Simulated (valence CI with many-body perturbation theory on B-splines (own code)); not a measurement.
La³⁵⁺: M1 decay

Computed by relativistic CI+MBPT: four valence electrons over a frozen Dirac-Fock core [Ar], radial functions for each j: 9 s, 9 p, 10 d, 8 f, 5 g, 3 h, 1 i, with the one-electron correlation potential Σ1, the two-electron term Σ2, the three-electron term Σ3, Breit, model QED; selected CI, second order for the rest (own B-spline code, finite nucleus).

No measured spectrum was set against this ion. As an estimate, large intervals hold to a few tenths of a per cent, small ones and those within an open d or f shell to about a per cent. Only levels of the ground parity were solved; by the run's estimate the other parity begins above the list, which can be wrong where configurations are misplaced.

Lines 51 to 100 of 120 in falling wavelength, among levels below 974690 cm⁻¹, chosen from the decays that carry over 1 % of a level's rate. Wavelengths and rates use the calculated energies. Weak lines are less certain than strong ones. Lines between different terms over intervals too small for the method are left out, as are lines whose strength nearly cancels. The highest levels of a list are the least certain. Branching is blank where the lifetime is uncertain.

Levels are named by their leading jj configuration (3d3/2^4 stands for four electrons in 3d with j = 3/2), which in mixed levels can hold well under half, so a name can repeat and another be missing. Letters in brackets count levels of one name in rising energy.

| λ vac (nm) | Upper | Lower | Type | A (s⁻¹) | Branch % |
| --- | --- | --- | --- | --- | --- |
| 58.60 | (3d3/2^2 3d5/2^2) J=0 [a] | (3d3/2^3 3d5/2) J=1 | M1 | 1.95e+05 | 100.0 |
| 57.70 | (3d3/2 3d5/2^3) J=5 | (3d3/2^2 3d5/2^2) J=5 | M1 | 2.46e+04 | 29.9 |
| 57.38 | (3d3/2 3d5/2^3) J=3 [a] | (3d3/2^2 3d5/2^2) J=2 [a] | M1 | 8.42e+04 | 47.0 |
| 57.30 | (3d3/2^2 3d5/2^2) J=4 [c] | (3d3/2^2 3d5/2^2) J=5 | M1 | 3.87e+03 | 4.4 |
| 56.90 | (3d3/2 3d5/2^3) J=4 [b] | (3d3/2 3d5/2^3) J=3 [a] | M1 | 1.00e+04 | 5.5 |
| 56.11 | (3d3/2^2 3d5/2^2) J=1 | (3d3/2^3 3d5/2) J=2 | M1 | 8.72e+04 | 93.3 |
| 55.48 | (3d3/2 3d5/2^3) J=2 [a] | (3d3/2^2 3d5/2^2) J=2 [b] | M1 | 2.26e+04 | 13.6 |
| 55.34 | (3d3/2 3d5/2^3) J=2 [a] | (3d3/2^2 3d5/2^2) J=3 [b] | M1 | 3.70e+04 | 22.4 |
| 55.11 | (3d3/2^2 3d5/2^2) J=4 [b] | (3d3/2^3 3d5/2) J=3 | M1 | 9.16e+03 | 69.4 |
| 55.06 | (3d3/2 3d5/2^3) J=6 | (3d3/2^2 3d5/2^2) J=5 | M1 | 4.07e+04 | 54.2 |
| 54.22 | (3d3/2^2 3d5/2^2) J=2 [d] | (3d3/2^2 3d5/2^2) J=1 | M1 | 4.47e+02 | 1.4 |
| 53.57 | (3d3/2 3d5/2^3) J=3 [b] | (3d3/2^2 3d5/2^2) J=2 [b] | M1 | 2.09e+04 | 17.5 |
| 53.44 | (3d3/2 3d5/2^3) J=3 [b] | (3d3/2^2 3d5/2^2) J=3 [b] | M1 | 4.10e+04 | 34.4 |
| 52.86 | (3d3/2^2 3d5/2^2) J=3 [b] | (3d3/2^3 3d5/2) J=3 | M1 | 4.43e+03 |  |
| 52.73 | (3d3/2^2 3d5/2^2) J=2 [b] | (3d3/2^3 3d5/2) J=3 | M1 | 4.18e+02 | 2.2 |
| 52.05 | (3d3/2 3d5/2^3) J=2 [b] | (3d3/2 3d5/2^3) J=3 [a] | M1 | 2.50e+04 | 17.6 |
| 51.32 | (3d3/2 3d5/2^3) J=3 [b] | (3d3/2^2 3d5/2^2) J=4 [b] | M1 | 1.54e+04 | 13.0 |
| 51.13 | (3d3/2^2 3d5/2^2) J=4 [b] | (3d3/2^3 3d5/2) J=4 | M1 | 5.33e+02 | 4.0 |
| 50.73 | (3d3/2^2 3d5/2^2) J=2 [a] | (3d3/2^3 3d5/2) J=1 | M1 | 8.26e+04 | 76.4 |
| 50.62 | (3d3/2^2 3d5/2^2) J=4 [c] | (3d3/2^2 3d5/2^2) J=3 [a] | M1 | 2.74e+04 | 31.5 |
| 50.05 | (3d3/2 3d5/2^3) J=3 [c] | (3d3/2^2 3d5/2^2) J=2 [c] | M1 | 2.53e+04 | 26.9 |
| 49.81 | (3d3/2 3d5/2^3) J=0 | (3d3/2^2 3d5/2^2) J=1 | M1 | 1.10e+05 | 87.2 |
| 49.45 | (3d3/2 3d5/2^3) J=3 [c] | (3d3/2 3d5/2^3) J=4 [a] | M1 | 1.91e+04 | 20.3 |
| 49.21 | (3d3/2 3d5/2^3) J=1 [a] | (3d3/2^2 3d5/2^2) J=2 [a] | M1 | 7.73e+04 | 32.0 |
| 49.19 | (3d3/2^2 3d5/2^2) J=3 [b] | (3d3/2^3 3d5/2) J=4 | M1 | 4.31e+04 |  |
| 48.95 | (3d3/2 3d5/2^3) J=1 [b] | (3d3/2^2 3d5/2^2) J=2 [c] | M1 | 3.81e+04 | 23.4 |
| 47.67 | (3d3/2 3d5/2^3) J=4 [b] | (3d3/2 3d5/2^3) J=4 [a] | M1 | 7.47e+04 | 40.9 |
| 46.88 | (3d3/2 3d5/2^3) J=5 | (3d3/2^2 3d5/2^2) J=4 [a] | M1 | 1.18e+04 | 14.4 |
| 46.62 | (3d3/2^2 3d5/2^2) J=4 [c] | (3d3/2^2 3d5/2^2) J=4 [a] | M1 | 4.51e+04 | 51.8 |
| 46.54 | (3d3/2^2 3d5/2^2) J=3 [b] | (3d3/2^3 3d5/2) J=2 | M1 | 2.83e+03 |  |
| 46.44 | (3d3/2^2 3d5/2^2) J=2 [b] | (3d3/2^3 3d5/2) J=2 | M1 | 7.08e+03 | 37.1 |
| 46.01 | (3d3/2 3d5/2^3) J=2 [a] | (3d3/2^2 3d5/2^2) J=1 | M1 | 3.19e+04 | 19.3 |
| 44.69 | (3d3/2 3d5/2^3) J=2 [b] | (3d3/2^2 3d5/2^2) J=2 [c] | M1 | 3.38e+04 | 23.8 |
| 44.39 | (3d3/2^2 3d5/2^2) J=2 [d] | (3d3/2^2 3d5/2^2) J=2 [a] | M1 | 8.31e+02 | 2.6 |
| 43.54 | (3d3/2 3d5/2^3) J=1 [a] | (3d3/2^2 3d5/2^2) J=0 [a] | M1 | 9.13e+04 | 37.8 |
| 39.70 | (3d3/2 3d5/2^3) J=4 [a] | (3d3/2^3 3d5/2) J=3 | M1 | 2.20e+04 | 19.5 |
| 39.43 | (3d3/2 3d5/2^3) J=2 [a] | (3d3/2^2 3d5/2^2) J=3 [a] | M1 | 5.28e+04 | 32.0 |
| 39.32 | (3d3/2^2 3d5/2^2) J=2 [c] | (3d3/2^3 3d5/2) J=3 | M1 | 1.09e+05 | 79.0 |
| 38.45 | (3d3/2 3d5/2^3) J=3 [b] | (3d3/2^2 3d5/2^2) J=3 [a] | M1 | 1.38e+04 | 11.6 |
| 37.79 | (3d3/2 3d5/2^3) J=3 [b] | (3d3/2^2 3d5/2^2) J=2 [a] | M1 | 2.80e+03 | 2.4 |
| 37.18 | (3d3/2 3d5/2^3) J=1 [b] | (3d3/2^2 3d5/2^2) J=2 [b] | M1 | 3.31e+03 | 2.0 |
| 36.69 | (3d3/2 3d5/2^3) J=4 [b] | (3d3/2^2 3d5/2^2) J=3 [b] | M1 | 2.63e+04 | 14.4 |
| 36.67 | (3d3/2 3d5/2^3) J=3 [c] | (3d3/2^2 3d5/2^2) J=4 [b] | M1 | 4.06e+03 | 4.3 |
| 36.35 | (3d3/2^2 3d5/2^2) J=2 [b] | (3d3/2^3 3d5/2) J=1 | M1 | 8.01e+03 | 41.9 |
| 36.10 | (3d3/2 3d5/2^3) J=3 [b] | (3d3/2^2 3d5/2^2) J=4 [a] | M1 | 1.85e+04 | 15.6 |
| 35.71 | (3d3/2^2 3d5/2^2) J=2 [c] | (3d3/2^3 3d5/2) J=2 | M1 | 1.84e+04 | 13.3 |
| 34.97 | (3d3/2 3d5/2^3) J=3 [a] | (3d3/2^3 3d5/2) J=3 | M1 | 5.82e+03 | 3.2 |
| 34.61 | (3d3/2 3d5/2^3) J=2 [b] | (3d3/2^2 3d5/2^2) J=3 [b] | M1 | 1.80e+04 | 12.7 |
| 32.67 | (3d3/2 3d5/2^3) J=1 [b] | (3d3/2^2 3d5/2^2) J=1 | M1 | 1.98e+04 | 12.1 |
| 32.09 | (3d3/2 3d5/2^3) J=3 [a] | (3d3/2^3 3d5/2) J=2 | M1 | 1.59e+04 | 8.9 |
